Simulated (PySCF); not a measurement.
Bonds: C1-C2, C2-C3, C2-C4, C4-N5, C2-Si6, Si6-C7, C7-F8. C1 carries H9, H10, H11; C3 carries H12, H13, H14; C4 carries H15; N5 carries H16; Si6 carries H17, H18; C7 carries H19, H20.

PySCF 2.14.0 with density-fitted response routines calculation with geometry from GFN2-xTB and GIAO PBE0/pcSseg-1 shieldings; rapidly exchanging positions averaged, gas phase, no relativistic terms, one conformer.

δ = σ(ref) − σ, references computed at the same level: ¹³C and ¹H and ²⁹Si vs TMS; NH3 for ¹⁵N; ¹⁹F against CFCl3.

| atoms | nucleus | count | δ (ppm) |
| --- | --- | --- | --- |
| H17/H18 | ¹H | 2 | 4.19 |
| N5 | ¹⁵N | 1 | ? |
| F8 | ¹⁹F | 1 | ? |
| H19/H20 | ¹H | 2 | 4.99 |
| H9/H10/H11/H12/H13/H14 | ¹H | 6 | 1.17 |
| H15 | ¹H | 1 | 8.09 |
| Si6 | ²⁹Si | 1 | -39.2 |
| C1/C3 | ¹³C | 2 | 23.3 |
| C7 | ¹³C | 1 | ? |
| H16 | ¹H | 1 | 10.21 |
| C2 | ¹³C | 1 | ? |
| C4 | ¹³C | 1 | 189.1 |

Problem. Fill in the missing shifts.

Solution. 
- C7: 79.2 ppm, carbon bonded to F, Si, 2 H
- C2: 39.5 ppm, carbon bonded to 3 C, Si
- N5: 339.4 ppm, nitrogen bonded to C, H
- F8: -301.8 ppm, fluorine bonded to C

Exchangeable OH/NH protons stand at their gas-phase positions; hydrogen bonding in a real sample shifts them, mostly to higher δ. Shifts are as computed. Against solution values, carbons near 30 ppm lie about +3 ppm off and those near 130 ppm about +5 ppm. Of 1211 compounds with measured shifts, 218 miss one by over three times the rms of a fit or turn the order of signals round; such compounds aren't used in these exercises. Unscaled 19F shifts against computed CFCl3 carry errors that often reach 10 to 50 ppm. Experimental scales use liquid or dissolved standards, which lie at an offset from isolated NH3 (liquid NH3: subtract about 20 ppm). Unscaled 15N shifts of sp2 nitrogen come out 20 to 40 ppm too high even then.
